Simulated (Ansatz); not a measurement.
A structure relaxed at B3LYP-D4/def2-TZVP in Ansatz, charge 0, singlet:

| atom | x (Å) | y (Å) | z (Å) |
| --- | --- | --- | --- |
| Ge1 | 0.0000 | 0.0000 | 0.0000 |
| H2 | -0.3767 | -0.5957 | -1.3643 |
| H3 | -0.7774 | 1.3059 | 0.2204 |
| H4 | 1.5077 | 0.2897 | 0.0333 |
| H5 | -0.3536 | -0.9999 | 1.1106 |

Q: Give its formula, name or SMILES and point group.

A: GeH₄. Point group Td (tolerance 0.1 Å).

Q: Summarise the bond lengths by kind (pairs closer than 1.2 times the sum of covalent radii, bridged metal pairs left out).

A: 4 × Ge–H 1.54 Å.
